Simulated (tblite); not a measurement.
Compound: C4H2FO2 (doublet state).
Bonds: O1–C2, C2–C3 (aromatic), C3–C4 (aromatic), C4–O5 (aromatic), O5–C6 (aromatic), C6–F7, C2–C6 (aromatic). Hydrogens: H8 on O1; H9 on C3.

Structure optimised with GFN2-xTB, isolated species. This method treats the open shell by occupation alone, without spin polarisation.

Question: What internal coordinates does the optimisation give?

Answer: 
| bond | length (Å) |
| --- | --- |
| O1–C2 | 1.346 |
| C2–C3 | 1.436 |
| C3–C4 | 1.352 |
| C4–O5 | 1.328 |
| O5–C6 | 1.347 |
| C6–F7 | 1.334 |
| C2–C6 | 1.370 |
| O1–H8 | 0.965 |
| C3–H9 | 1.067 |

A selection of angles:
| angle | degrees |
| --- | --- |
| C2–O1–H8 | 110.7 |
| O1–C2–C3 | 125.1 |
| O1–C2–C6 | 129.8 |
| C3–C2–C6 | 105.0 |
| C2–C3–C4 | 104.4 |
| C2–C3–H9 | 126.1 |
| C4–C3–H9 | 129.2 |
| C3–C4–O5 | 113.2 |
| C4–O5–C6 | 105.5 |
| O5–C6–F7 | 118.2 |
| C2–C6–O5 | 111.4 |
| C2–C6–F7 | 130.2 |

Dihedral angles: H8–O1–C2–C3 167° (antiperiplanar). The mirror-image conformer, all signs reversed, is as good.

C6 (carbon bonded to C, F and O) is planar (angles 130.2°, 118.2° and 111.4°, sum 359.9°, 0.02 Å off the plane of its three neighbours). C3 (carbon bonded to 2 C and H) is planar (angles 129.2°, 126.1° and 104.4°, sum 359.7°, 0.04 Å off the plane of its three neighbours). O1 (oxygen bonded to C and H) is bent (angle 110.7°). Of the pairs four or more bonds apart, F7···H8 is among the closest relative to their van der Waals radii: 2.77 Å, 104 % of the sum of Bondi's values. The C–C distances run from 1.352 Å (C3–C4, aromatic) to 1.436 Å (C2–C3, aromatic), a spread of 0.084 Å. The 5-membered ring C2–C3–C4–O5–C6 has internal angles of 104.4° to 113.2° (sum 540°, against 540° for a flat polygon); it is almost planar, 0.03 Å rms from its mean plane, widest ring torsion 7°. O5 (oxygen bonded to 2 C) is bent (angle 105.5°).

Point group: near Cs, missed by 0.26 Å at most; the miss may be what the optimiser left on a soft mode. Its GFN2-xTB frequencies are all real (lowest 229 cm⁻¹). Torsions: H–O1–C2–C3 167°.

These are computed values.
